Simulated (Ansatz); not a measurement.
Ideal-gas functions of `[NH2][Ta](=[S])([Cl])[Cl]` at 500 K and 1 bar, from an Ansatz frequency run at PBE0-D4/def2-TZVP.

Molar mass 299.94 g/mol, point group Cs (symmetry number 1), electronic degeneracy 1, moments of inertia 329.732, 360.242, 474.138 u Å². Harmonic wavenumbers (cm⁻¹, unscaled): 107, 126, 133, 157, 194, 363, 393, 411, 537, 545, 612, 711, 1538, 3555, 3665.

Use S(trans) = R[1.5 ln M + 2.5 ln T − 1.1517]; rotational temperatures θ = 24.2544 K / I; S(rot) = R[ln(√π/σ · √(T³/θAθBθC)) + 1.5]; for each mode x = 1.438777 ν̃/T, S = R[x/(eˣ − 1) − ln(1 − e⁻ˣ)] and H = RT x/(eˣ − 1); 1 cm⁻¹ = 0.0119627 kJ/mol; R = 8.31446 J/(mol·K).

By hand: the entropy, in J/(mol·K).

Translation 190.7. Rotation: θ = 0.0736, 0.0673, 0.0512 K, giving 129.2. Vibration, mode by mode: 18.14, 16.80, 16.35, 14.99, 13.27, 8.32, 7.72, 7.39, 5.48, 5.38, 4.61, 3.68, 0.55, 0.00, 0.00, in all 122.7. Electronic 0.0. Sum 442.6 J/(mol·K).

By hand: H − E and G − E in kJ/mol, counted from the electronic energy.

Zero-point energy ½ × 13047 × 0.0119627 = 78.0; thermal vibration 30.0; translation, rotation and pV give 4 RT = 16.6. H − E = 124.6 kJ/mol, and G − E = 124.6 − 500 × 442.6/1000 = -96.7 kJ/mol.

Vibration gives 28 % of the entropy, 51.3 J/(mol·K) of it from the modes under 150 cm⁻¹: soft modes count most, and the harmonic formula is weakest for them. The sum counts one conformer and one mirror image; others add a mixing term.
